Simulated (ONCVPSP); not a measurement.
cerium, ONCV: configuration errors across variants

Ce (Z = 58), optimised norm-conserving Vanderbilt (ONCV), made with ONCVPSP 4.0.1 (PBE, scalar-relativistic). Core [Kr] 4d10, reference 4f1 5s2 5p6 5d1 6s1 (charge +1). Waves: 5s+6s: rc 2.75 bohr, ncon 4, nbas 9, qcut 4.8 1/bohr, 2 projectors; 5p: rc 1.95 bohr, ncon 3, nbas 6, qcut 5.1 1/bohr, 3 projectors, debl 1.6 Ha; 5d: rc 2.50 bohr, ncon 3, nbas 6, qcut 4 1/bohr, 3 projectors, debl 1.6 Ha; 4f: rc 1.80 bohr, ncon 4, nbas 8, qcut 11.1 1/bohr, 1 projector. Local part: polynomial inside 1.60 bohr (lpopt 5, dvloc0 -1 Ha). Core correction: Teter function, parameters optimised by the program.

All-electron excitation energies from the reference (eV): (1) 4f1 5s2 5p6 5d1 6s2 -6.070; (2) 4f1 5s2 5p6 5d1 6s0 11.081; (3) 4f1 5s2 5p6 5d0 6s0 30.259; (4) 4f1 5s2 5p5 5d1 6s2 21.790.

2 further variants failed, have other tests or too few solved ones, and are left out.

Errors AE − PS in meV (a dash: test not solved or not reliable):

| change | (1) | (2) | (3) | (4) | bound ghosts | GHOST(+) flags above zero |
| --- | --- | --- | --- | --- | --- | --- |
| base | +0.4 | -4.1 | -0.7 | -16 | none | s, p |
| s: qcut 4.1; p: qcut 4.3; d: qcut 3.4; f: qcut 9.5 | +0.3 | -4.8 | +2.1 | -19 | none | s |
| s: qcut 4.5; p: qcut 4.8; d: qcut 3.8; f: qcut 10.4 | +0.4 | -4.4 | 0.0 | -17 | none | s, p |
| s: qcut 5.6; p: qcut 5.9; d: qcut 4.6; f: qcut 12.9 | +0.5 | -3.6 | -1.9 | -14 | none | s, p |

(1) Give the same row for: s: qcut 3.1; p: qcut 3.3; d: qcut 2.6; f: qcut 7.1.

## Answers

(1) +0.2, -5.9, +8.5, -21; bound ghosts: none; GHOST(+) flags above zero: s, d.
